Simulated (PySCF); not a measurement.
**Polarisability of `[Cl][Ga-]([Cl])([Cl])[Cl]`**

Compound: GaCl4 (charge -1).
Cartesian coordinates in Å at the PBE0-D3(BJ)/def2-SVP level; atoms count from 1:
```
atom  x, y, z in Å
Cl1   -1.737   -0.402   -1.294
Ga2    0.019   -0.022   -0.019
Cl3    0.011    2.081    0.638
Cl4    1.862   -0.409   -1.160
Cl5   -0.063   -1.353    1.738
```

Level: B3LYP/def2-SVPD (PySCF), static field, nuclei fixed, core orbitals frozen in the response. The polarisability tensor in these axes (au):

```
x   95.06  0.15 -0.04
y    0.15 95.08 -0.11
z   -0.04 -0.11 94.95
```

Task: Diagonalise the tensor; give its mean and Δα, where Δα² is half the sum of the squared differences of the eigenvalues.

Result: Principal values 94.87, 94.96 and 95.25 au; mean 95.03 au = 14.08 Å³ = 15.67 × 10⁻⁴⁰ C²·m²/J; Δα = 0.35 au (0 % of the mean). Point group Td makes the tensor isotropic, so any spread comes from the grid or from a geometry that is symmetric only within 0.08 Å.

Task: Sum over states: ᾱ = Σ f/ω², ω in Eh. What share falls to these 10 lowest TDDFT singlets (eV, f)? 6.01, 0.0000; 6.01, 0.0000; 6.01, 0.0000; 6.48, 0.1713; 6.48, 0.1719; 6.48, 0.1732; 6.57, 0.0002; 6.57, 0.0002; 7.32, 0.0000; 7.32, 0.0000.

Result: They add up to 9.11 au, 9.6 % of the 95.03 au; the largest single term is 3.05 au, from the state at 6.48 eV. Terms in order: 0.00, 0.00, 0.00, 3.02, 3.03, 3.05, 0.00, 0.00, 0.00, 0.00 au. Higher excitations give the rest. The strengths listed sum to 0.517.

Geometry: PBE0-D3(BJ)/def2-SVP; no solvent, vibrations or thermal averaging. The geometry's basis has no diffuse functions. The calculation is non-relativistic, for gallium too.
